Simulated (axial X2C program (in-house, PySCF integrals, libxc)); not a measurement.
## Which molecule has these constants?

Calculated with an in-house relativistic program for diatomic molecules, spin-free (one-electron X2C) or two-component (2c: spin–orbit coupling with atomic mean-field Coulomb and Gaunt terms, which also bring small scalar terms), in Dyall basis sets with cores contracted in-house; open shells are unrestricted.

A two-component PBE0 calculation in a Dyall 3-zeta basis gave Re = 2.054 Å, ωe = 654.9 cm⁻¹, De = 2.24 eV, Ω = 0.

Task: Which molecule is it?
A. LiTe⁻
B. LiS⁻
C. LiO⁻
D. LiSe⁻

Result: B. The others have LiO⁻ 1.739 Å and 705.0 cm⁻¹ (Ω = 2); LiSe⁻ 2.176 Å and 569.2 cm⁻¹ (Ω = 0); LiTe⁻ 2.390 Å and 497.2 cm⁻¹ (Ω = 0).

Each entry is the lowest single determinant of a limited PBE0 search at one distance. De goes to single-determinant-based atoms at the same level (for ions the charge split of lowest energy) and is withheld (n/a) where an atom does not fit its ground term or J level. Main or longest-lived isotopes. One determinant is a doubtful description, or other states lie close, for LiO⁻; these need not be ground states, and all values refer to the states named. Some open-shell Ω = 0 determinants are out of reach, so the Ω given for LiO⁻ need not be the lowest component. With several unpaired electrons the Ω given is that of one determinant, not necessarily of the lowest component. Some light 2c atoms are not at their ground J level, so De misses part of their lowering (0.04 eV or less). The functionals have no current term, which raises determinants with orbital currents.
